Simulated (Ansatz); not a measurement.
Input file for ClF2HOSW, SMILES `[OH][W]([F])([F])(=[S])[Cl]`:

```yaml
crystal:
  periodic: [false, false, false]
  atoms:
    - {symbol: O, position_ang: [-0.749975, -0.389620, -1.287552]}
    - {symbol: W, position_ang: [0.129653, -0.008371, 0.301633]}
    - {symbol: F, position_ang: [-1.485239, -0.657570, 1.096908]}
    - {symbol: F, position_ang: [0.873990, -1.357247, 1.312964]}
    - {symbol: S, position_ang: [1.987121, 0.605188, -0.560064]}
    - {symbol: Cl, position_ang: [-0.403555, 1.983309, 1.210495]}
    - {symbol: H, position_ang: [-0.290696, -0.243788, -2.120084]}
basis:
  gaussian: {orbitals: def2-SVP}
correlation: {method: ccsd_t}
```

```sh
$ ansatz run in.yaml --threads 4 --pin off --events-out ev --progress --plain --max-ram 10444MiB
```

Log, shortened:

```
Functional definition: HF
1071 factors; integrals over basis functions are off by at most 6.5e-4 eV
mean field evaluation 1: about -32571.6650 eV, gradient 7.0e1 eV
mean field evaluation 2: about -32571.8794 eV, gradient 7.0e1 eV
mean field evaluation 4: about -32581.8972 eV, gradient 1.3e1 eV
mean field evaluation 8: about -32582.2810 eV, gradient 7.9e-1 eV
mean field evaluation 16: about -32582.2859 eV, gradient 2.3e-5 eV
mean field -32582.28589030 eV, -1197.3769214019 hartree, gradient 2.4e-6 eV, S^2 0.000000; 0 other end points of the search recorded, 0 dependent functions left out; unrestricted orbitals would lower it
13 core orbitals not correlated: weight in the atoms' cores, before any rotation towards them, 1.000 or more for the frozen orbitals, at most 0.000 for the correlated occupied ones
reference -32582.28589030 eV, -1197.3769214019 hartree; 24, 24 occupied and 78, 78 virtual orbitals, 1071 factors
second order -33.34847680 eV of doubles, -0.00000000 eV of singles
cycle   1  -30.54472526 eV  change     2.8e0 eV  update   3.0e-1
cycle   2  -32.06234281 eV  change    -1.5e0 eV  update   2.0e-1
cycle   3  -32.37097773 eV  change   -3.1e-1 eV  update   4.1e-2
cycle   4  -32.39845854 eV  change   -2.7e-2 eV  update   1.9e-2
cycle   5  -32.38049795 eV  change    1.8e-2 eV  update   6.0e-3
cycle   6  -32.38015639 eV  change    3.4e-4 eV  update   2.7e-3
cycle   7  -32.38052367 eV  change   -3.7e-4 eV  update   1.4e-3
cycle   8  -32.38004219 eV  change    4.8e-4 eV  update   7.2e-4
cycle   9  -32.37988826 eV  change    1.5e-4 eV  update   3.1e-4
cycle  10  -32.38033279 eV  change   -4.4e-4 eV  update   1.6e-4
cycle  11  -32.38020750 eV  change    1.3e-4 eV  update   8.4e-5
cycle  12  -32.38005433 eV  change    1.5e-4 eV  update   4.3e-5
cycle  13  -32.38013425 eV  change   -8.0e-5 eV  update   2.0e-5
cycle  14  -32.38009338 eV  change    4.1e-5 eV  update   1.2e-5
perturbative correction -1.40608238 eV, -0.0516725744 hartree
Total energy: -32616.07206606 eV, -1198.6185404599 hartree
```

Run time 31 s (4 threads of an Intel Xeon on a shared host); peak host memory 0.7 GiB.

Correlation energy per correlated electron: -0.704 eV. T1 diagnostic: 0.0213.
